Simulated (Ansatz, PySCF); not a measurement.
Complex: H2O (SMILES O) (first 3 atoms) with CH2O (SMILES C=O); geometry from B3LYP-D3(BJ)/def2-TZVP, rigid monomers moved along the line of their centres of mass till H2···O5 is 2.78 Å.
(charge 0, multiplicity 1):
```xyz
7

O      0.27470    -0.11455     0.53960
H     -0.46270    -0.44100     1.07826
H     -0.04262    -0.11150    -0.36776
C     -0.61837    -0.44912     4.32285
O     -1.49731    -0.87322     3.61745
H      0.30182    -0.01164     3.90027
H     -0.70088    -0.48229     5.42393
```

Interaction energies are E(AB) − E(A) − E(B) at the monomers' geometry in the complex; basis-set methods are counterpoise corrected. Rows marked so take none.

Cores are frozen in the correlated methods. CBS(a, b) extrapolates the correlation energy as X⁻³ and adds the Hartree–Fock energy of set b. Rows in 6-31G*, STO-3G carry no dispersion term and start afresh at each structure (6-31G* with six Cartesian d functions). MP2/6-31G* freezes PySCF's default core.

Codes used: Ansatz (Gaussian basis) for Hartree–Fock, density functionals and correlated methods; PySCF for 6-31G* rows, STO-3G rows. 

Q: Give the interaction energy at the level CCSD(T)/CBS(aug-cc-pVDZ, aug-cc-pVTZ).

A: -125 meV

Q: What interaction energy does HF/STO-3G (no counterpoise) give?

A: -51 meV

Q: Give the interaction energy at the level MP2/6-31G* (no counterpoise).

A: -157 meV

Ansatz is an electronic-structure program.
